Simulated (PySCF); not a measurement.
Radial density of V (vanadium, neutral)

M06-2X, [Ar] 3d4 4s1, high-spin 6D determinant (an excited configuration). Calculation: PySCF 2.14, in aug-cc-pwCVTZ-DK (10s9p7d4f3g, 127 functions); scalar relativity by spin-free X2C-1e.

```json
{"r (bohr)": "0.00118", "4πr²ρ (e/bohr)": "0.1898", "4πr²(ρα − ρβ)": "0.0001"}
{"r (bohr)": "0.00199", "4πr²ρ (e/bohr)": "0.4837", "4πr²(ρα − ρβ)": "0.0002"}
{"r (bohr)": "0.00335", "4πr²ρ (e/bohr)": "1.207", "4πr²(ρα − ρβ)": "0.0004"}
{"r (bohr)": "0.00563", "4πr²ρ (e/bohr)": "2.904", "4πr²(ρα − ρβ)": "0.0009"}
{"r (bohr)": "0.00947", "4πr²ρ (e/bohr)": "6.568", "4πr²(ρα − ρβ)": "0.0020"}
{"r (bohr)": "0.0159", "4πr²ρ (e/bohr)": "13.31", "4πr²(ρα − ρβ)": "0.0037"}
{"r (bohr)": "0.0268", "4πr²ρ (e/bohr)": "22.32", "4πr²(ρα − ρβ)": "0.0051"}
{"r (bohr)": "0.0450", "4πr²ρ (e/bohr)": "27.47", "4πr²(ρα − ρβ)": "0.0027"}
{"r (bohr)": "0.0758", "4πr²ρ (e/bohr)": "23.02", "4πr²(ρα − ρβ)": "-0.0050"}
{"r (bohr)": "0.127", "4πr²ρ (e/bohr)": "22.11", "4πr²(ρα − ρβ)": "0.0060"}
{"r (bohr)": "0.214", "4πr²ρ (e/bohr)": "29.76", "4πr²(ρα − ρβ)": "0.1299"}
{"r (bohr)": "0.361", "4πr²ρ (e/bohr)": "16.75", "4πr²(ρα − ρβ)": "0.6709"}
{"r (bohr)": "0.607", "4πr²ρ (e/bohr)": "9.718", "4πr²(ρα − ρβ)": "1.9219"}
{"r (bohr)": "1.02", "4πr²ρ (e/bohr)": "10.46", "4πr²(ρα − ρβ)": "2.3550"}
{"r (bohr)": "1.72", "4πr²ρ (e/bohr)": "3.078", "4πr²(ρα − ρβ)": "1.5329"}
{"r (bohr)": "2.89", "4πr²ρ (e/bohr)": "0.7979", "4πr²(ρα − ρβ)": "0.7563"}
{"r (bohr)": "4.85", "4πr²ρ (e/bohr)": "0.1831", "4πr²(ρα − ρβ)": "0.1831"}
{"r (bohr)": "8.17", "4πr²ρ (e/bohr)": "0.007897", "4πr²(ρα − ρβ)": "0.0079"}
{"r (bohr)": "13.7", "4πr²ρ (e/bohr)": "5.335e-05", "4πr²(ρα − ρβ)": "0.0001"}
```

Densities and radii are taken from the X2C orbitals without a picture-change correction, which distorts them close to the nucleus.

Where is the radial spin density 4πr²(ρα − ρβ) most negative, and why is it negative at all?

Around r = 0.0758 bohr, down to -0.0050 e/bohr: exchange with the open shell polarises the paired shells in an unrestricted calculation.
